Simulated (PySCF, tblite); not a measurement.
Compound: C5H15NOSi2.
Structure used (GFN2-xTB), in Å, numbered top down from 1:
```xyz
24
C5H15NOSi2 angstrom
C      2.1915    0.4496   -0.5046
C      1.8358   -0.6410    0.5028
C      2.7381   -0.5549    1.7301
C      0.3639   -0.5193    0.9041
C     -0.5985   -0.9061   -0.1974
O     -0.3006   -1.6971   -1.0687
Si    -2.3378   -0.0660   -0.2062
N     -3.5213   -0.9746   -1.0711
Si    -2.1333    2.0300   -1.1509
H      1.5625    0.3710   -1.3882
H      3.2299    0.3579   -0.8148
H      2.0492    1.4359   -0.0658
H      1.9726   -1.6159    0.0242
H      2.5973    0.3976    2.2376
H      3.7831   -0.6363    1.4402
H      2.5153   -1.3554    2.4323
H      0.1360    0.4948    1.2400
H      0.1460   -1.1956    1.7369
H     -2.7921   -0.1220    1.1924
H     -3.6966   -1.9277   -0.7895
H     -3.5253   -0.9285   -2.0783
H     -1.7346    1.9999   -2.5624
H     -3.3777    2.7985   -1.0813
H     -1.1149    2.8249   -0.4539
```

Jobs on this species (24 atoms, 88 electrons) with PySCF (density fitting) and tblite. Hardware of each: an Arm Neoverse V1 with one thread, no GPU, shared host. Other jobs ran on the host; a repeat could differ by tens of per cent or more.

```csv
level and settings,work,basis functions,SCF cycles,wall time
GFN2-xTB,Hessian by finite differences,–,–,?
PBE0/pcSseg-1,"shieldings, charges and field gradients",242,14,66 s
GFN2-xTB,L-BFGS relaxation,–,–,0.88 s
```

Problem. Fill in the missing figures.

Solution. 
- GFN2-xTB; Hessian by finite differences: 1.3 s

Problem. What do all jobs in the table cost together?

Solution. About 68 s; the longest takes about 97 % of that, and about 75 times as long as the shortest.
